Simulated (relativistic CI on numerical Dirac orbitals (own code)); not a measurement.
Re⁷²⁺: sensitivity of the levels to the model

Base calculation: Dirac-Coulomb-Breit CI, KLI orbitals optimised for each configuration, model QED (radiative potential, 1s self-energy scaled to tabulated hydrogen-like ionisation energies), unscaled Slater integrals.

CI space (outside the closed core 1s2): 2s, 2p, 3s, 3p, 3d, 4s, 4p, 4d, 4f, 5s, 5p, 5d, 5f, 5g. Levels of other configurations are missing.

Variants: (1) one mean potential for all configurations. Shifts of the energy above 2s ²S1/2, in eV, for the lowest level and the first level of each name with at least 55 % of one term (blank where a level changes its place among those of its configuration and J or its character, or is not in the variant):

```csv
Level,Base,Δ(1)
2s ²S1/2,0.0,0.0
2p ²P°1/2,198.7,+0.4
2p ²P°3/2,1797.2,+0.2
3s ²S1/2,11498.8,-0.2
3p ²P°1/2,11552.3,-0.1
3p ²P°3/2,12029.0,-0.1
3d ²D3/2,12041.2,-0.3
3d ²D5/2,12175.1,-0.3
4s ²S1/2,15433.2,-0.2
4p ²P°1/2,15454.8,-0.2
4p ²P°3/2,15654.5,-0.2
4d ²D3/2,15659.7,-0.3
4d ²D5/2,15716.5,-0.3
4f ²F°5/2,15716.7,-0.3
```

At this charge energies of transitions that change n are usually good to better than 1 %, and those within a shell (Δn = 0) to a few per cent.

Ionisation energy from the two ground configurations alone: base 20295.9 eV. The NIST ASD value (theoretical) is 20297.4 eV.
